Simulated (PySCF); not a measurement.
Cl$_{2}$Pb, charge +1, doublet, at a GFN2-xTB geometry (such geometries of metal compounds can be far from the true shape) (a state made from the parent by changing its charge; the spin is typed, not shown lowest) (core potentials on Pb); BHANDHLYP/def2-SVPD in PySCF.

Input for PySCF:
```python
from pyscf import gto, scf, dft

mol = gto.M(
    atom='''
Pb    0.010156   -0.015659    0.634723
Cl    0.889491    1.051078   -1.520427
Cl   -0.938478   -0.975544   -1.541178
''',
    basis='def2-svpd',
    ecp={'Pb': 'def2-svpd'},
    charge=1,
    spin=1,
    verbose=4,
)

mf = dft.UKS(mol)
mf.xc = 'bhandhlyp'
mf.kernel()
```

The log (banner, timings and long lists left out):

```
PySCF version 2.14.0

[INPUT] verbose = 4
[INPUT] num. atoms = 3
[INPUT] num. electrons = 55
[INPUT] charge = 1
[INPUT] spin (= nelec alpha-beta = 2S) = 1
[INPUT] symmetry False subgroup None
[INPUT] Mole.unit = angstrom
[INPUT] Symbol           X                Y                Z      unit          X                Y                Z       unit  Magmom
[INPUT]  1 Pb     0.010156000000  -0.015659000000   0.634723000000 AA    0.019192058521  -0.029591221385   1.199452634962 Bohr   0.0
[INPUT]  2 Cl     0.889491000000   1.051078000000  -1.520427000000 AA    1.680894380266   1.986249555556  -2.873190622394 Bohr   0.0
[INPUT]  3 Cl    -0.938478000000  -0.975544000000  -1.541178000000 AA   -1.773466393930  -1.843510982463  -2.912404329205 Bohr   0.0

nuclear repulsion = 210.626085654736
number of shells = 34
number of NR pGTOs = 157
number of NR cGTOs = 86
basis = def2-svpd
ecp = {'Pb': 'def2-svpd'}

******** <class 'pyscf.dft.uks.UKS'> ********
method = UKS
initial guess = minao
damping factor = 0
level_shift factor = 0
DIIS = <class 'pyscf.scf.diis.CDIIS'>
diis_start_cycle = 1
diis_space = 8
diis_damp = 0
SCF conv_tol = 1e-09
SCF conv_tol_grad = None
SCF max_cycles = 50
direct_scf = True
direct_scf_tol = 1e-13
number electrons alpha = 28  beta = 27
XC library pyscf.dft.libxc version 7.1.2
    S. Lehtola, C. Steigemann, M. J. T. Oliveira, and M. A. L. Marques,  SoftwareX 7, 1–5 (2018)
XC functionals = bhandhlyp
    A. D. Becke,  J. Chem. Phys. 98, 1372 (1993)
    Defined through Gaussian implementation.
radial grids:
    Treutler-Ahlrichs [JCP 102, 346 (1995); DOI:10.1063/1.469408] (M4) radial grids

becke partition: Becke, JCP 88, 2547 (1988); DOI:10.1063/1.454033
pruning grids: <function nwchem_prune>
grids dens level: 3
symmetrized grids: False
atomic radii adjust function: <function treutler_atomic_radii_adjust>
small_rho_cutoff = 0
Set gradient conv threshold to 3.16228e-05
tot grids = 60992
init E= -1088.57990970557

cycle= 1 E= -1111.28957292898  delta_E= -22.7  |g|= 1.36  |ddm|= 9.58
cycle= 2 E= -1110.9713605045  delta_E= 0.318  |g|= 1.57  |ddm|= 4.85
cycle= 3 E= -1112.61969660594  delta_E= -1.65  |g|= 0.102  |ddm|= 2.36
cycle= 4 E= -1112.62698702212  delta_E= -0.00729  |g|= 0.0426  |ddm|= 0.255
cycle= 5 E= -1112.62820004085  delta_E= -0.00121  |g|= 0.0142  |ddm|= 0.0712
cycle= 6 E= -1112.62836493067  delta_E= -0.000165  |g|= 0.00242  |ddm|= 0.0247
cycle= 7 E= -1112.62837246341  delta_E= -7.53e-06  |g|= 0.000921  |ddm|= 0.00529
cycle= 8 E= -1112.62837432478  delta_E= -1.86e-06  |g|= 0.000389  |ddm|= 0.00266
cycle= 9 E= -1112.62837513456  delta_E= -8.1e-07  |g|= 0.000177  |ddm|= 0.00218
cycle= 10 E= -1112.62837534239  delta_E= -2.08e-07  |g|= 6.94e-05  |ddm|= 0.00133
cycle= 11 E= -1112.62837536791  delta_E= -2.55e-08  |g|= 5.09e-05  |ddm|= 0.000508
cycle= 12 E= -1112.62837537123  delta_E= -3.31e-09  |g|= 1.3e-05  |ddm|= 0.000135
cycle= 13 E= -1112.62837537167  delta_E= -4.45e-10  |g|= 3.97e-06  |ddm|= 6.02e-05
Extra cycle  E= -1112.62837537169  delta_E= -2.43e-11  |g|= 2.39e-06  |ddm|= 1.11e-05
converged SCF energy = -1112.62837537169  <S^2> = 0.76014253  2S+1 = 2.0101169
```
